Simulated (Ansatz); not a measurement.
`B[CH2][GeH3]` + `[AsH3]` → `B[AsH2]` + `[CH3][GeH3]` at 298.15 K and 1 bar (ligand exchange at a B–C bond).

Program: Ansatz. Geometries: PBE0-D4/def2-TZVP. ΔE: electronic, gas phase. CCSD(T)/CBS is the MP2 limit (def2-TZVPP, def2-QZVPP) plus CCSD(T) − MP2 in def2-TZVPP, frozen cores. For As, Ge outer-core shells are correlated without core-valence functions, which leaves a few kJ/mol of doubt a bond. Scalar relativity is left out up to krypton.

| species | CCSD(T)/CBS energy (Eh) | H − E (kJ/mol) | S (J/(mol·K)) |
| --- | --- | --- | --- |
| `B[CH2][GeH3]` | -2143.14744 | 203.7 | 320.9 |
| `[AsH3]` | -2236.79077 | 67.8 | 222.9 |
| `B[AsH2]` | -2262.17165 | 106.7 | 268.3 |
| `[CH3][GeH3]` | -2117.76728 | 170.1 | 269.4 |

H − E and S are ideal-gas, rigid-rotor, harmonic terms from PBE0-D4/def2-TZVP. 1 Eh = 2625.50 kJ/mol, R = 8.31446 J/(mol·K).

Question: By hand: ΔE, ΔH, ΔS and ΔG.

Answer: ΔE = (-2262.17165) + (-2117.76728) − (-2143.14744) − (-2236.79077) = -0.00072 Eh = -1.9 kJ/mol. Δ(H − E) = 106.7 + 170.1 − 203.7 − 67.8 = 5.3, so ΔH = 3.4 kJ/mol. ΔS = 268.3 + 269.4 − 320.9 − 222.9 = -6.1 J/(mol·K). ΔG = 3.4 − 298.15 × (-6.1)/1000 = 5.2 kJ/mol.

Question: By hand: the equilibrium constant, and the temperature at which ΔG would vanish if ΔH and ΔS stayed fixed.

Answer: log₁₀ K = −ΔG/(RT ln 10) = -0.9. ΔH and −TΔS have one sign here, so there is no such temperature.

TΔS isn't small against ΔH here. The sign of ΔG lies within the doubt. A doubt of 5 kJ/mol in ΔE shifts log₁₀ K by 0.9 here. Modes under 60 cm⁻¹, often nearly free rotors, make the harmonic entropy too high. These are equilibria of isolated gas molecules and say nothing of rates. Largest T1 diagnostic: 0.014 (customary marks: 0.02 for closed shells, 0.045 for open ones).
